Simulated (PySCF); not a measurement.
## Spinor energies of W (tungsten, neutral)

Start: [Xe] 4f14 5d4 6s2; 5d3/2 filled at m_j = -3/2, -1/2, +1/2, +3/2. Calculated with PySCF 2.14 in x2c-TZVPall-2c with one added diffuse shell each of s, p, d type (12s12p11d2f, 117 functions): generalised Hartree-Fock with the X2C-1e Hamiltonian and a Gaussian nucleus; one run each with spin-orbit coupling (SO) switched off, then screened by Boettger's factors.

| spinor shell | electrons | ε, spin-free (eV) | ε, screened SO (eV) | weight of nominal j (screened SO) | rms radius, screened SO (bohr) |
| --- | --- | --- | --- | --- | --- |
| 1s1/2 | 2 | -69900.6 | -69879.1 | 1.000 | 0.0208 |
| 2s1/2 | 2 | -12206.5 | -12199.7 | 1.000 | 0.0838 |
| 2p1/2 | 2 | -10678.7 | -11645.2 | 1.000 | 0.0713 |
| 2p3/2 | 4 | -10678.7 | -10286.7 | 1.000 | 0.0787 |
| 3s1/2 | 2 | -2873.5 | -2871.1 | 1.000 | 0.214 |
| 3p1/2 | 2 | -2413.2 | -2624.5 | 1.000 | 0.206 |
| 3p3/2 | 4 | -2413.2 | -2325.8 | 1.000 | 0.221 |
| 3d3/2 | 4 | -1877.9 | -1915.4 | 1.000 | 0.195 |
| 3d5/2 | 6 | -1877.9 | -1850.8 | 1.000 | 0.199 |
| 4s1/2 | 2 | -625.15 | -624.31 | 1.000 | 0.478 |
| 4p1/2 | 2 | -471.45 | -520.80 | 1.000 | 0.486 |
| 4p3/2 | 4 | -471.45 | -450.73 | 1.000 | 0.520 |
| 4d3/2 | 4 | -272.72 | -280.34 | 0.999 | 0.544 |
| 4d5/2 | 6 | -272.72 | -266.85 | 1.000 | 0.556 |
| 5s1/2 | 2 | -93.796 | -93.562 | 1.000 | 1.15 |
| 5p1/2 | 2 | -52.743 | -61.559 | 0.938 | 1.29 |
| 4f5/2 | 6 | -50.025 | -50.960 | 0.980 | 0.678 |
| 5p3/2 | 4 | -52.743 | -48.770 | 0.939 | 1.36 |
| 5d3/2 | 4 | -10.391 | -10.412 | 0.617 | 2.15 |
| 6s1/2 | 2 | -7.224 | -7.194 | 0.987 | 3.71 |

Question: Where does 4f7/2 lie, and what is the 4f spin-orbit splitting (screened SO)?

Answer: At -48.576 eV, 2.385 eV above 4f5/2.

| quantity | spin-free | screened SO |
| --- | --- | --- |
| E (hartree) | -16130.56972 | -16149.57936 |
| M_J | 0 | 0 |
| ⟨J²⟩ | 4.131 | 3.273 |
| ⟨L²⟩ | 6.092 | 5.964 |
| ⟨S²⟩ | 6.038 | 5.910 |

The determinant has a definite M_J but mixes levels of different J.

Each row is a mean over spinors that exchange with the open shell spreads, by up to 4.091 eV (5p3/2).

Rows whose weight is well below 1 are mixtures of j = l ± 1/2: exchange outweighs spin-orbit coupling there, and the label is only the starting occupation.

Breit and QED terms are absent; they matter most for the inner s and p1/2 levels.

Densities and radii are taken from the X2C orbitals without a picture-change correction, which distorts them close to the nucleus.

Without spin-orbit coupling the j labels of p, d and f shells carry no meaning; the spin-free column gives the mean over the occupied spinors of each nl shell, and its ⟨J²⟩ belongs to a mixture of degenerate components.
